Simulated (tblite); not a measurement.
Parent: `[F:1]/[CH:2]=[C:3](/[F:4])[CH2:5][SiH3:6]` with C2–C3–C5–Si6 101°, C3H6F2Si.

Computed geometry: GFN2-xTB, gas phase. One conformer each, not checked by frequencies here.

| coordinate of the parent | value |
| --- | --- |
| F1–C2 | 1.347 Å |
| C2=C3 | 1.326 Å |
| C3–F4 | 1.354 Å |
| C3–C5 | 1.476 Å |
| C5–Si6 | 1.922 Å |
| F1–C2–C3 | 120.6° |
| C2–C3–F4 | 116.7° |
| C2–C3–C5 | 128.4° |
| F4–C3–C5 | 114.9° |
| C3–C5–Si6 | 110.9° |

**Question.** How does the shared frame change in `[CH2:1]=[CH:2][CH2:3][C@H:4]([SiH3:5])/[C:6]([F:7])=[CH:8]/[F:9]` with C1–C2–C3–C4 112°, C2–C3–C4–Si5 -172°, C3–C4–C6–F7 60°, C6H10F2Si? Atoms pair as F1 = F9, C2 = C8, C3 = C6, F4 = F7, C5 = C4, Si6 = Si5 (parent first).

**Answer.** 
```tsv
parent	relative	value in the relative	change
F1–C2	F9–C8	1.345 Å	-0.002
C2=C3	C8=C6	1.326 Å	0.000
C3–F4	C6–F7	1.353 Å	-0.001
C3–C5	C6–C4	1.484 Å	+0.008
C5–Si6	C4–Si5	1.926 Å	+0.004
F1–C2–C3	F9–C8–C6	123.3°	+2.7
C2–C3–F4	C8–C6–F7	119.8°	+3.1
C2–C3–C5	C8–C6–C4	126.0°	-2.4
F4–C3–C5	F7–C6–C4	114.1°	-0.8
C3–C5–Si6	C6–C4–Si5	108.9°	-2.0
```

Of the parent's bonds, C3–C5 changes most (+0.008 Å). Bonds of the relative outside the shared frame: C1=C2 1.320, C2–C3 1.496, C3–C4 1.540 Å. Point group C1 → C1.

**Question.** How does the shared frame change in `[CH3:1][C:2]([CH3:3])([CH3:4])[C@H:5]([SiH3:6])/[C:7]([F:8])=[CH:9]/[F:10]` with C2–C5–C7–F8 67°, C7H14F2Si? Atoms pair as F1 = F10, C2 = C9, C3 = C7, F4 = F8, C5 = C5, Si6 = Si6 (parent first).

**Answer.** 
```csv
parent,relative,value in the relative,change
F1–C2,F10–C9,1.346 Å,-0.001
C2=C3,C9=C7,1.326 Å,0.000
C3–F4,C7–F8,1.353 Å,-0.001
C3–C5,C7–C5,1.487 Å,+0.011
C5–Si6,C5–Si6,1.927 Å,+0.005
F1–C2–C3,F10–C9–C7,123.1°,+2.5
C2–C3–F4,C9–C7–F8,119.0°,+2.3
C2–C3–C5,C9–C7–C5,125.3°,-3.1
F4–C3–C5,F8–C7–C5,115.6°,+0.7
C3–C5–Si6,C7–C5–Si6,106.3°,-4.6
```

Of the parent's bonds, C3–C5 changes most (+0.011 Å). Bonds of the relative outside the shared frame: C1–C2 1.534, C2–C3 1.530, C2–C4 1.528, C2–C5 1.551 Å. Point group C1 → C1.

**Question.** How does the shared frame change in `[F:1]/[CH:2]=[C:3](\[F:4])[C@@H:5]([SiH3:6])[O:7][CH:8]([F:9])[F:10]` with C2–C3–C5–Si6 -92°, C3–C5–O7–C8 76°, C5–O7–C8–F9 150°, C4H6F4OSi? Atoms pair as F1 = F1, C2 = C2, C3 = C3, F4 = F4, C5 = C5, Si6 = Si6 (parent first).

**Answer.** 
```csv
parent,relative,value in the relative,change
F1–C2,F1–C2,1.338 Å,-0.009
C2=C3,C2=C3,1.326 Å,0.000
C3–F4,C3–F4,1.351 Å,-0.003
C3–C5,C3–C5,1.490 Å,+0.014
C5–Si6,C5–Si6,1.938 Å,+0.016
F1–C2–C3,F1–C2–C3,122.9°,+2.3
C2–C3–F4,C2–C3–F4,121.2°,+4.5
C2–C3–C5,C2–C3–C5,126.5°,-1.9
F4–C3–C5,F4–C3–C5,112.2°,-2.7
C3–C5–Si6,C3–C5–Si6,111.8°,+0.9
```

Of the parent's bonds, C5–Si6 changes most (+0.016 Å). Bonds of the relative outside the shared frame: C5–O7 1.426, O7–C8 1.347, C8–F9 1.342, C8–F10 1.359 Å. Point group C1 → C1.

**Question.** How does the shared frame change in `[O:1]=[CH:2][O:3][C@H:4]([SiH3:5])/[C:6]([F:7])=[CH:8]/[F:9]` with O1–C2–O3–C4 -2°, C2–O3–C4–Si5 17°, O3–C4–C6–F7 -165°, C4H6F2O2Si? Atoms pair as F1 = F9, C2 = C8, C3 = C6, F4 = F7, C5 = C4, Si6 = Si5 (parent first).

**Answer.** 
```
   parent   relative  value in the relative  change
    F1–C2      F9–C8                1.342 Å  -0.005
    C2=C3      C8=C6                1.326 Å   0.000
    C3–F4      C6–F7                1.347 Å  -0.007
    C3–C5      C6–C4                1.486 Å  +0.010
   C5–Si6     C4–Si5                1.956 Å  +0.034
 F1–C2–C3   F9–C8–C6                 122.9°    +2.3
 C2–C3–F4   C8–C6–F7                 120.8°    +4.1
 C2–C3–C5   C8–C6–C4                 126.7°    -1.7
 F4–C3–C5   F7–C6–C4                 112.4°    -2.5
C3–C5–Si6  C6–C4–Si5                 108.9°    -2.0
```

Of the parent's bonds, C5–Si6 changes most (+0.034 Å). Bonds of the relative outside the shared frame: O1=C2 1.201, C2–O3 1.303, O3–C4 1.434 Å. Point group C1 → C1.

**Question.** How does the shared frame change in `[F:1]/[CH:2]=[C:3](/[F:4])[C@H:5]([SiH3:6])[C:7]([Cl:8])([Cl:9])[Cl:10]` with C2–C3–C5–Si6 -112°, C4H5Cl3F2Si? Atoms pair as F1 = F1, C2 = C2, C3 = C3, F4 = F4, C5 = C5, Si6 = Si6 (parent first).

**Answer.** 
| parent | relative | value in the relative | change |
| --- | --- | --- | --- |
| F1–C2 | F1–C2 | 1.340 Å | -0.007 |
| C2=C3 | C2=C3 | 1.326 Å | 0.000 |
| C3–F4 | C3–F4 | 1.348 Å | -0.006 |
| C3–C5 | C3–C5 | 1.486 Å | +0.010 |
| C5–Si6 | C5–Si6 | 1.939 Å | +0.017 |
| F1–C2–C3 | F1–C2–C3 | 121.1° | +0.5 |
| C2–C3–F4 | C2–C3–F4 | 117.1° | +0.4 |
| C2–C3–C5 | C2–C3–C5 | 127.0° | -1.4 |
| F4–C3–C5 | F4–C3–C5 | 115.9° | +1.0 |
| C3–C5–Si6 | C3–C5–Si6 | 108.9° | -2.0 |

Of the parent's bonds, C5–Si6 changes most (+0.017 Å). Bonds of the relative outside the shared frame: C5–C7 1.510, C7–Cl8 1.779, C7–Cl9 1.793, C7–Cl10 1.772 Å. Point group C1 → C1.
